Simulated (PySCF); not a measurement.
SMILES C#CB(C)C#C (C5H5B), singlet, CAM-B3LYP/def2-SVP optimised geometry.

```
11

B     -0.04     0.00     0.00
C     -0.82    -1.31     0.05
C     -1.42    -2.36     0.09
H     -1.96    -3.29     0.13
C     -0.82     1.31     0.00
C     -1.42     2.36     0.00
H     -1.97     3.29    -0.01
C      1.53     0.00     0.00
H      1.84     0.01     1.06
H      1.97     0.89    -0.47
H      1.96    -0.91    -0.44
```

Density from CAM-B3LYP/def2-TZVP (PySCF) at that geometry.

Minimum of the electron density along straight lines between bonded atoms, close to the bond critical point (lines longer than 1.1 times the sum of covalent radii, or with two minima, are not listed):

```tsv
bond	length / Å	ρ at the minimum / e bohr⁻³	∇²ρ there / e bohr⁻⁵	position (fraction from the first atom)
B1–C2	1.529	0.186	-0.05	0.33
C2–C3	1.213	0.418	-1.24	0.48
C3–H4	1.075	0.285	-1.06	0.67
B1–C5	1.529	0.186	-0.05	0.33
C5–C6	1.213	0.418	-1.24	0.48
C6–H7	1.075	0.285	-1.06	0.67
B1–C8	1.568	0.194	___	0.34
C8–H9	1.107	0.260	___	0.64
C8–H10	1.099	0.270	-0.91	0.64
C8–H11	1.099	0.270	-0.90	0.64
```

Problem. Some entries are withheld; supply them.

Solution. 
- B1–C8, ∇²ρ there / e bohr⁻⁵: -0.41
- C8–H9, ∇²ρ there / e bohr⁻⁵: -0.84
